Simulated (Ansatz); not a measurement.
Coupled-cluster diagnostics for the cluster PbS₂⁻, Ansatz.

Geometry of the doublet (PBE-D4/def2-TZVPD):

```xyz
3

Pb   -1.288   -0.633    0.714
S     0.009    0.890   -0.994
S     1.279   -0.257    0.280
```

In the def2 sets Pb takes a core potential; there is no spin–orbit coupling. Correlated methods freeze 14 core orbitals; core or outer-core shells of Pb are correlated, in sets that lack core-valence functions. Another isomer (doublet) lies 0.16 eV lower at PBE-D4/def2-TZVPD; other spin states weren't run for this one.

Q: Estimate the CCSD(T) correlation energy, the shares of MP2 and (T), T1 and the reference's ⟨S²⟩ for: charge -1, doublet, own geometry in def2-TZVPPD; and the rough time on 4 threads of Arm Neoverse V2 on a shared host.

A: 
```json
{"state": "charge -1, doublet, own geometry", "basis": "def2-TZVPPD", "correlation (eV)": "-20.984", "MP2 share (%)": "96.9", "(T) share (%)": "4.4", "T1": "0.018", "⟨S²⟩ (pure)": "0.77 (0.75)", "wall time": "18 s"}
```
Customary marks for T1 are 0.02 (closed shells), 0.045 (open shells) and about 0.05 (3d metals). T1 stays under 0.02 throughout.
